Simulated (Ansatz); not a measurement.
Start from `CC[N](C)[Ti]([OH])([OH])[OH]` and change one atom or group to get `CC[N](C)[Ti]([OH])([OH])[N](C)CC`.

Ansatz, PBE0-D4/def2-TZVP geometries, multiplicity 1. Each molecule was computed in one conformer, which needn't be the lowest.

Scalar relativity is left out up to krypton.

| property | `CC[N](C)[Ti]([OH])([OH])[OH]` |
| --- | --- |
| HOMO–LUMO gap (PBE/def2-TZVPP) / eV | 3.23 |
| HOMO–LUMO gap (ωB97M-V/def2-TZVPP) / eV | 9.79 |
| HOMO energy (PBE0/def2-TZVPP) / eV | -6.45 |
| HOMO–LUMO gap (B3LYP/def2-TZVPP) / eV | 5.02 |
| LUMO energy (PBE0/def2-TZVPP) / eV | -0.94 |
| HOMO energy (B3LYP/def2-TZVPP) / eV | -6.26 |

(1) What does the change do to each property? (An estimate is asked.)

## Answers

(1) Computed: 
| property | `CC[N](C)[Ti]([OH])([OH])[N](C)CC` | shift |
| --- | --- | --- |
| HOMO–LUMO gap (PBE/def2-TZVPP) / eV | 3.17 | -0.06 |
| HOMO–LUMO gap (ωB97M-V/def2-TZVPP) / eV | 9.54 | -0.25 |
| HOMO energy (PBE0/def2-TZVPP) / eV | -6.09 | 0.36 |
| HOMO–LUMO gap (B3LYP/def2-TZVPP) / eV | 4.94 | -0.08 |
| LUMO energy (PBE0/def2-TZVPP) / eV | -0.67 | 0.27 |
| HOMO energy (B3LYP/def2-TZVPP) / eV | -5.90 | 0.36 |

With PBE0 the HOMO rises by 0.36 eV and the LUMO rises by 0.27 eV, so the gap narrows by about 0.09 eV. PBE moves the HOMO by 0.32 eV and ωB97M-V by 0.35 eV.

Positive LUMOs are unbound, so they and the gaps depend on the basis.

B3LYP here is the variant with VWN-RPA as its local correlation; programs differ in this.
